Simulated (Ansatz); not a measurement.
`O=[C]([AlH2])O[SiH3]`, charge 0, multiplicity 1.

Problem. Give a relaxed structure at PBE0-D4/def2-TZVP (Ansatz). (An estimate is asked.)

Solution. Ansatz gave: 
Z-matrix (Å, degrees):
```
Si
O 1 1.699
H 1 1.480 2 110.9
H 1 1.480 2 110.9 3 124.4
H 1 1.481 2 102.8 3 -117.8
C 2 1.350 1 117.0 3 -62.2
Al 6 2.019 2 116.2 1 -180.0
O 6 1.209 2 120.4 1 0.0
H 7 1.578 6 116.4 2 -179.8
H 7 1.581 6 119.9 2 0.2
```
Point group Cs.
This is one stationary point; other conformers may exist.
